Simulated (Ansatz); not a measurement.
The same path of Cl3HSi + H4OSi (11 atoms, charge 0, multiplicity 1) was run twice with different band settings. Lost on the way: Si1–H2, O6–H11. Made: Si1–O6, H2–H11.

These are results of RKS PBE0-D4/6-31G* (Ansatz 0.2.0), not measurements.

Relaxed end points:

```xyz
11
Properties=species:S:1:pos:R:3
Si 0.525 0.176 -0.227
H 0.471 0.087 1.238
Cl 2.472 0.578 -0.736
Cl -0.638 1.688 -0.947
Cl 0.019 -1.598 -1.112
O -2.131 -0.422 1.070
Si -3.459 -0.948 0.196
H -3.490 -2.434 0.076
H -4.729 -0.512 0.846
H -3.334 -0.330 -1.143
H -2.098 -0.717 1.988
```

```xyz
11
Properties=species:S:1:pos:R:3
Si -0.213 -0.269 -0.769
H -0.734 1.194 2.857
Cl 1.430 -0.848 0.277
Cl -0.203 1.758 -0.972
Cl -0.168 -1.114 -2.626
O -1.530 -0.737 0.029
Si -3.141 -1.173 -0.003
H -3.243 -2.620 -0.315
H -3.695 -0.892 1.343
H -3.853 -0.376 -1.035
H -1.042 0.645 2.460
```

Common settings: movable images 7; climbing image yes; spring 5.0 eV/Å²; optimiser quadratic models (default); force threshold 0.03 eV/Å; iteration limit 60; end points relaxed.

| run | start path |
| --- | --- |
| 1 | through a guess of the saddle point |
| 2 | straight line |

What does each run give, and how far can it be trusted?

Run 1: converged after 39 iterations, highest image 1.462 eV above the first end. A structure lower than the first end lies on the path between it and the top, so the climb from that side starts below the end, which may itself be a saddle point or a shallow side well. Neighbouring images differ by up to 1.8 eV, so the band resolves the path poorly. A vibrational analysis at the climbing image gives one clearly imaginary mode, 1453i cm⁻¹: a first-order saddle point.
Run 2: converged after 34 iterations, highest image 1.462 eV above the first end. Neighbouring images differ by up to 1.5 eV, so the band resolves the path poorly. Another band between the same ends (7 images) ends at a top of the same energy, where a vibrational analysis finds 1 clearly imaginary mode.
The orbitals stay closed-shell, which can raise the energy where a bond breaks towards radicals; this wasn't checked here.
